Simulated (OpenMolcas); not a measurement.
# Dy3+: the spin-orbit constant, worked from levels

```yaml
Program: OpenMolcas
Basis: ANO-RCC-VTZP [8s7p5d3f2g1h]
Scalar_Hamiltonian: DKH2, point nucleus
Active_space: 9 electrons in 7 orbitals (4f)
State_averaging: 2S+1 = 6 odd, 21 roots (18 in the spin-orbit step); 2S+1 = 4 odd, 224 roots (80 in the spin-orbit step); 2S+1 = 2 odd, 17 roots kept (CI in the orbitals of an earlier block, 0 in the spin-orbit step)
Spin-orbit_coupling: RASSI with atomic mean-field integrals over the reference wave functions, term energies averaged over their components
```

Methods: CASSCF; SS-CASPT2, IPEA 0.25 Eh, imaginary shift 0.1 Eh (closed shells correlated: 5s 5p).

**The spin-orbit constant.** For the Hund term ⁶H° of f9, E(J) = (A/2) J(J+1) + constant and ζ = -2S·A = -5A. From J = 5/2 to J = 15/2 the energy changes by 27.5 A.

```tsv
Source	E(15/2) - E(5/2)	A	ζ
CASSCF	-10814.1	-393.2	1966
SS-CASPT2	-10751.9	-391.0	1955
```

All in cm-1. Both methods take the spin-orbit matrix elements from the reference wave functions, so the second can move ζ only through the term energies and any multistate remixing. Second-order mixing with other terms is absorbed into this ζ.

CASPT2 breaks the degeneracy within a term, and the mean is taken; among the terms shown or strongly mixed into the levels shown the widest spread is 110 cm-1 (4f⁹ ⁶H°, SS-CASPT2). High states are left out of the spin-orbit mixing, which shifts the levels that they would mix with. Without dynamic correlation excited terms often stand tens of per cent too high (terms of higher spin than the ground term too low), and those without a measured partner can miss by more than the paired ones (holds for CASSCF). Levels of configurations outside the active space are missing.

° marks odd parity.
